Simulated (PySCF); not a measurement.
Excitation energy of Tm by level of theory

Tm [Xe] 4f13 6s2 (2F) → Tm [Xe] 4f14 6s1 (2S), as a difference of total energies. All numbers are calculated (PySCF 2.14, scalar relativity by spin-free X2C-1e, in x2c-TZVPPall (11s7p7d4f2g, 113 functions)). Correlated levels: valence: [Kr] 4d10 frozen; valence and next inner shell: [Ar] 3d10 frozen. The calculations carry no spin-orbit coupling.

```tsv
method	excitation energy (eV)
UHF	9.524
LDA	4.244
PBE	4.560
PBE0	5.655
r2SCAN	5.255
MP2 (valence)	3.018
SCS-MP2 (valence)	4.120
MP2 (valence and next inner shell)	2.405
SCS-MP2 (valence and next inner shell)	3.662
```

Q: How much does correlation contribute at MP2 (valence and next inner shell)?

A: 2.405 − (9.524) = -7.119 eV, measured against UHF.

A first-order spin-orbit estimate (lowest level to lowest level, LS coupling) adds 0.521 eV.

In the upper state the promoted electron has a positive orbital energy at LDA, PBE, PBE0, r2SCAN, so the basis confines it.
